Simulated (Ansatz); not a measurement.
```yaml
crystal:
  periodic: [false, false, false]
  atoms:
    - {symbol: B, position_ang: [-0.613914, 1.534349, 1.703372]}
    - {symbol: N, position_ang: [-0.697421, 0.407295, 0.852422]}
    - {symbol: C, position_ang: [-0.092246, 0.440009, -0.373611]}
    - {symbol: C, position_ang: [0.823388, -0.696181, -0.623423]}
    - {symbol: C, position_ang: [0.715145, -1.609302, -1.532758]}
    - {symbol: H, position_ang: [-1.074764, 1.439760, 2.855017]}
    - {symbol: H, position_ang: [-0.031377, 2.609401, 1.349235]}
    - {symbol: H, position_ang: [-1.383933, -0.497193, 1.132589]}
    - {symbol: H, position_ang: [0.321005, 1.238659, -0.458040]}
    - {symbol: H, position_ang: [-1.041651, 0.328924, -1.301991]}
    - {symbol: H, position_ang: [1.562339, -0.725591, 0.016098]}
    - {symbol: H, position_ang: [-0.142861, -1.580726, -2.131519]}
    - {symbol: H, position_ang: [1.478324, -2.617594, -1.460825]}
basis:
  gaussian: {orbitals: cc-pVDZ}
total_charge: -1
magnetization: {spin_polarized: true, initial_magnetization: 7}
hamiltonian: {xc: {name: r2SCANh}, dispersion: d3bj}
```

```sh
$ ansatz run in.yaml --threads 4 --pin off --events-out ev --progress --plain --max-ram 10444MiB
```

It prints (some lines left out):

```
Warning: the engine holds no damping parameters fitted to this dispersion correction and functional, so the run takes those fitted to r2scanh beside the three-body term, which d3bj leaves out (hamiltonian.dispersion, under Limitations)
Functional definition: r2SCANh
1007 factors; integrals over basis functions are off by at most 1.4e-3 eV
mean field evaluation 1: about -5376.7246 eV, gradient 2.6e1 eV
mean field evaluation 2: about -5324.9602 eV, gradient 7.7e1 eV
mean field evaluation 4: about -5371.9113 eV, gradient 2.8e1 eV
mean field evaluation 8: about -5382.1153 eV, gradient 4.6e0 eV
mean field evaluation 16: about -5382.4889 eV, gradient 1.3e-2 eV
mean field evaluation 64: about -5382.1303 eV, gradient 3.1e-3 eV
a density is far from that of the atoms, so the factors are made again for it
1062 factors; integrals over basis functions are off by at most 1.2e-3 eV
mean field -5382.48874759 eV, -197.8028130921 hartree, gradient 1.7e-5 eV, S^2 15.772464; 0 other end points of the search recorded, 0 dependent functions left out
reference -5382.48876036 eV, -197.8028135613 hartree; 23, 16 occupied and 87, 94 virtual orbitals, 1062 factors
Total energy: -5382.56107224 eV, -197.8054709738 hartree
```

Question: Something in this input is off. What?

Answer: The spin is set far too high for this molecule. The calculation finished and met its thresholds. The result belongs to that input, not to the molecule as meant.
